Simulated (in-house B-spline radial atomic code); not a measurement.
**RPA and G0W0 on CAM-B3LYP: Zn VIII (Zn7+)**

Configuration [Ar] 3d5, highest spin, mean-field start CAM-B3LYP. Computed with a B-spline radial code for spherical atoms: all electrons, non-relativistic, point nucleus, each spin shell either full or empty, empty states to l = 9 with an (l + 1/2)⁻⁴ tail; G0W0 by contour deformation at full frequency.

Command:
```bash
python run_gw.py task.json out
```
Settings (radii: box in bohr, nucleus in fm):
```
Z                        30
electrons                23
configuration            [Ar] 3d5
hamiltonian              nr
method                   camb3lyp
lmax                     9
spin_polarised           True
box_radius               8.41
intervals                49
```

Run time, properties included: 1.3 s on 1 thread of Arm Neoverse V2 (shared host).

Energies (hartree):

| term | value |
| --- | --- |
| mean-field total | -1762.69186 |
| Hartree-Fock functional on these orbitals | -1761.58154 |
| direct second order | -1.7199 |
| second-order exchange | 0.56091 |
| SOSEX correction | 0.52678 |

What is the RPA correlation energy, and what remains with SOSEX?

RPA gives -1.5574 hartree (-1.84 eV per electron); RPA + SOSEX gives -1.0306, and the second-order doubles -1.159 hartree (no singles). SOSEX takes back 34 % of the RPA value.

Quasi-particle levels (eV):

```
  level  occupied  mean field  Σx - vxc     Σc  QP weight     G0W0
  3d up       yes     -164.63    -11.75      ?          ?        ?
3p down       yes     -230.74     -9.65   0.08      0.968  -240.30
3s down       yes     -276.17    -17.37   7.38      0.874  -286.16
3d down        no     -145.06     13.85  -5.39      0.973  -136.60
```

G0W0 = mean field + (Σx - vxc) + Σc, with Σc (partial-wave tail included) taken at the quasi-particle energy. Only the outer levels were computed. Levels of low weight are left out.

Where does G0W0 put 3d up?

At -174.91 eV, with Σc = 1.47 eV and a quasi-particle weight of 0.971. The tabulated removal energy is 173.9 ± 1.7 eV (NIST, semi-empirical); the calculation leaves out relativity, Breit and QED terms, and what these don't explain is the method's own error.
